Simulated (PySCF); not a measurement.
GaH₂, SMILES [GaH2-] (connectivity only; charge and spin as stated), charge -1, multiplicity 1.

Geometry optimised at PBE0-D3(BJ)/def2-TZVPD.

These are PBE/def2-TZVPD (PySCF) values and carry that method's errors.

The molecule is in vacuum. A positive occupied level means that this level leaves the electron formally unbound; only the finite basis holds it.

Problem. Estimate the frontier levels, gap, dipole moment and polarisability. (An estimate is asked for; the answer gives what the named calculation found.)

Solution. 
| Property | Value |
|---|---|
| highest occupied level | 1.32 eV |
| lowest empty level | 2.97 eV |
| orbital gap | 1.66 eV |
| dipole moment about the centre of nuclear charge | 0.62 D |
| mean static polarisability | 93.3 bohr³ (13.82 Å³) |
| polarisability, principal values | 72.0, 91.0, 116.8 bohr³ |
